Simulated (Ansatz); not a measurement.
InH₂Cl. Charge 0, multiplicity 1. Geometry PBE0-D4/def2-TZVP.

```xyz
4

In    0.004    0.114    0.230
H     1.434   -0.214    1.101
H    -1.403    1.026    0.539
Cl   -0.035   -0.926   -1.870
```

In the def2 sets In takes a core potential; there is no spin–orbit coupling. HSE06 is defined as in plane-wave codes, on full-range PBE exchange.

(1) Estimate the orbital energies around the gap (eV) in Ansatz with PBE-D4/def2-TZVPD, r2SCAN-D4/def2-TZVP, r2SCAN-D4/def2-TZVPD, r2SCAN0-D4/def2-TZVP, HSE06-D4/def2-TZVP.

## Answers

(1) 
| orbital | PBE-D4/def2-TZVPD | r2SCAN-D4/def2-TZVP | r2SCAN-D4/def2-TZVPD | r2SCAN0-D4/def2-TZVP | HSE06-D4/def2-TZVP |
| --- | --- | --- | --- | --- | --- |
| HOMO−5 | -18.58 | -19.28 | -19.31 | -21.53 | -20.60 |
| HOMO−4 | -11.06 | -11.38 | -11.40 | -12.67 | -12.01 |
| HOMO−3 | -8.17 | -8.48 | -8.50 | -9.67 | -9.03 |
| HOMO−2 | -8.03 | -8.31 | -8.34 | -9.45 | -8.83 |
| HOMO−1 | -7.44 | -7.72 | -7.75 | -8.96 | -8.32 |
| HOMO | -6.94 | -7.22 | -7.25 | -8.42 | -7.81 |
| LUMO | -2.74 | -2.41 | -2.44 | -1.80 | -2.33 |
| LUMO+1 | -1.64 | -1.21 | -1.27 | -0.44 | -1.01 |
| LUMO+2 | -0.58 | 0.13 | -0.02 | 0.61 | -0.07 |
| LUMO+3 | -0.12 | 2.34 | 0.66 | 2.33 | 1.23 |
| LUMO+4 | 0.93 | 2.38 | 1.84 | 2.56 | 1.84 |
| LUMO+5 | 1.00 | 2.76 | 1.94 | 3.15 | 2.31 |
